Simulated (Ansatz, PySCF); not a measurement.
System: BeH2, net charge 0, singlet state. 
Coordinates optimised at B3LYP-D3(BJ)/def2-TZVP (Ansatz, a first-principles code):
```xyz
3

Be     0.0000     0.0000     0.0000
H      0.0000     0.0000     1.3301
H      0.0000     0.0000    -1.3301
```

Quantity: atomisation energy (electronic, to ground-state atoms), in eV. Correlated levels leave the core frozen unless marked. Open shells are spin-unrestricted. Spin-orbit coupling is left out. No relativistic terms. FCI takes restricted orbitals. CBS marks a two-point X^-3 extrapolation of the correlation energy; Hartree-Fock from the larger set.

```tsv
level	program	atomisation energy (eV)
revPBE-D4/def2-TZVPD	Ansatz + dftd4	6.37
BHLYP/def2-TZVPD	Ansatz	6.65
M06-2X/def2-TZVPD	PySCF	6.44
MN15-D3(BJ)/def2-TZVPD	PySCF + dftd3	6.55
HSE06-D4/def2-TZVPD	Ansatz + dftd4	6.40
B2PLYP/def2-TZVPD	Ansatz	6.49
PBE-QIDH/def2-TZVPD	Ansatz	6.32
CCSD/STO-3G	Ansatz	7.02
FCI/def2-SVP	Ansatz	5.85
CCSD(T)/CBS(def2-TZVPPD,def2-QZVPPD)	Ansatz	6.41
```
